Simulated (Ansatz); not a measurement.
One change: `C=C[Si](N)(N)Br` becomes `C=C[Si](N)(N)O`.

Ansatz, PBE0-D4/def2-TZVP geometries, multiplicity 1. Each molecule was computed in one conformer, which needn't be the lowest.

Scalar relativity is left out up to krypton.

```json
{"property": "size of the dipole moment (B3LYP/def2-TZVPP) / D", "`C=C[Si](N)(N)Br`": "2.21"}
{"property": "LUMO energy (PBE/def2-TZVPP) / eV", "`C=C[Si](N)(N)Br`": "-1.46"}
{"property": "HOMO–LUMO gap (PBE/def2-TZVPP) / eV", "`C=C[Si](N)(N)Br`": "4.65"}
{"property": "HOMO energy (PBE/def2-TZVPP) / eV", "`C=C[Si](N)(N)Br`": "-6.11"}
{"property": "size of the dipole moment (ωB97M-V/def2-TZVPP) / D", "`C=C[Si](N)(N)Br`": "2.21"}
{"property": "LUMO energy (PBE0/def2-TZVPP) / eV", "`C=C[Si](N)(N)Br`": "-0.47"}
```

Problem. What does the change do to each property? (Estimate.)

Solution. Ansatz gave: 
```tsv
property	`C=C[Si](N)(N)O`	shift
size of the dipole moment (B3LYP/def2-TZVPP) / D	1.50	-0.71
LUMO energy (PBE/def2-TZVPP) / eV	-1.15	0.31
HOMO–LUMO gap (PBE/def2-TZVPP) / eV	4.65	0.00
HOMO energy (PBE/def2-TZVPP) / eV	-5.80	0.31
size of the dipole moment (ωB97M-V/def2-TZVPP) / D	1.49	-0.72
LUMO energy (PBE0/def2-TZVPP) / eV	-0.15	0.32
```

Dipoles are sizes alone; their direction can turn.

B3LYP here is the variant with VWN-RPA as its local correlation; programs differ in this.

Spin–orbit coupling is left out; it splits and shifts lone-pair levels of the heavy atoms by tenths of an eV.
